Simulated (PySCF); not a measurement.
## Exercise with solution: oscillator strength and radiative lifetime

C7H7, SMILES Cc1cc[c]cc1 (connectivity only; charge and spin as stated), charge +1, multiplicity 1.

Geometry optimised at PBE0-D3(BJ)/def2-SVP. The multiplicity is an assumed one; other spin states were not compared. The isomer is the one that the SMILES or the coordinates give; other isomers of the formula were not compared.

TDA-LC-ωPBE/def2-SVPD (PySCF) puts the first singlet state with f over 0.02 at 6.75 eV (vertical), with the transition dipole (0.381, 0.008, 0.000) in atomic units.

**Question.** Find the oscillator strength, the wavelength and the radiative lifetime that this transition would have in vacuum if emission retraced absorption.

**Answer.** 
|μ|² = 0.1452 au, so |μ| = 0.97 D. ΔE = 6.75/27.211 = 0.2481 hartree. f = (2/3) ΔE |μ|² = 0.024 (the program prints 0.024).
λ = 1239.84/6.75 = 184 nm; ν = 54442 cm⁻¹.
Einstein's coefficient A = 0.6670 ν² f s⁻¹ (ν in cm⁻¹) = 4.7e7 s⁻¹, so τ = 1/A = 21 ns. This state is S7; the lower singlets have f = 0.000, 0.000, 0.013, 0.000, 0.002, 0.009. The figure is the radiative limit of this one transition; relaxation, internal conversion, crossing to triplets and a medium change what is measured.
